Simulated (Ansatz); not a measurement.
Start from `CC[SiH3]` and change one atom or group to get `CC[SiH2]S`.

Ansatz, PBE0-D4/def2-TZVP geometries, multiplicity 1. Each molecule was computed in one conformer, which needn't be the lowest.

```csv
property,`CC[SiH3]`
LUMO energy (B3LYP/def2-TZVPP) / eV,0.44
HOMO energy (PBE/def2-TZVPP) / eV,-7.24
HOMO–LUMO gap (B3LYP/def2-TZVPP) / eV,8.76
HOMO–LUMO gap (PBE/def2-TZVPP) / eV,7.15
size of the dipole moment (B3LYP/def2-TZVPP) / D,0.89
HOMO–LUMO gap (PBE0/def2-TZVPP) / eV,9.22
```

**Question.** Give the same properties after the change, and the shifts. (Best estimate.)

**Answer.** The calculation gave: 
```
                                        property  `CC[SiH2]S`  shift
             LUMO energy (B3LYP/def2-TZVPP) / eV         0.12  -0.32
               HOMO energy (PBE/def2-TZVPP) / eV        -6.06   1.18
           HOMO–LUMO gap (B3LYP/def2-TZVPP) / eV         7.17  -1.59
             HOMO–LUMO gap (PBE/def2-TZVPP) / eV         5.60  -1.55
size of the dipole moment (B3LYP/def2-TZVPP) / D         1.75   0.86
            HOMO–LUMO gap (PBE0/def2-TZVPP) / eV         7.69  -1.53
```

With PBE0 the HOMO rises by 1.24 eV and the LUMO falls by 0.29 eV, so the gap narrows by about 1.53 eV. PBE moves the HOMO by 1.18 eV and ωB97M-V by 1.29 eV. The zero-point energy changes by 5.8 kJ/mol with +3 modes. Dipoles are sizes alone; their direction can turn.

B3LYP here is the variant with VWN-RPA as its local correlation; programs differ in this.
